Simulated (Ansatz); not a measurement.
`[GaH2][CH2][GeH3]` + `BN` → `B[NH][GaH2]` + `[CH3][GeH3]`  (ligand exchange at a Ga–C bond)

Program: Ansatz. Geometries: PBE0-D4/def2-TZVP. ΔE: electronic, gas phase. CBS: MP2 limit from def2 TZ/QZ plus the TZ coupled-cluster correction, frozen cores. This one scheme is used for every species. DFT in def2-TZVPP. HSE06 is defined as in plane-wave codes. For Ga, Ge outer-core shells are correlated without core-valence functions, which leaves a few kJ/mol of doubt a bond. Scalar relativity is left out up to krypton.

(1) Is it downhill or uphill in electronic energy at CCSD(T)/CBS, and by how much? (Best estimate.)

(2) What do these levels give: HSE06-D4, PBE-QIDH, r2SCAN, PBE0, r2SCANh, r2SCAN0, RPA@PBE/def2-TZVPP, MP2/def2-SVP, SCS-MP2/def2-TZVPP, CCSD(T)/def2-TZVPP, SCS-MP2/def2-QZVPP, MP2/CBS(def2)? (An estimate is asked.)

Largest T1 diagnostic among the species: 0.013.

Answers

(1) Computed: Downhill: ΔE = -10.4 kcal/mol.

(2) Ansatz gave: HSE06-D4 -9.6, PBE-QIDH -10.6, r2SCAN -10.7, PBE0 -9.9, r2SCANh -10.7, r2SCAN0 -10.6, RPA@PBE/def2-TZVPP -11.2, MP2/def2-SVP -12.4, SCS-MP2/def2-TZVPP -11.8, CCSD(T)/def2-TZVPP -11.1, SCS-MP2/def2-QZVPP -11.5, MP2/CBS(def2) -10.5 kcal/mol.

Leaving LDA and LC-ωPBE aside and taking each functional with its dispersion term where it has one, the values, not all of them listed here, spread over 2.2 kcal/mol, from B2PLYP to PBE-D4. At CCSD(T), def2-SVP lies −1.8 kcal/mol from the extrapolated value and def2-TZVPP −0.7 kcal/mol. In def2-TZVPP, CCSD(T) changes the Hartree–Fock value by +2.0 kcal/mol (the triples alone add +0.2 kcal/mol) and MP2 by +1.9 kcal/mol.
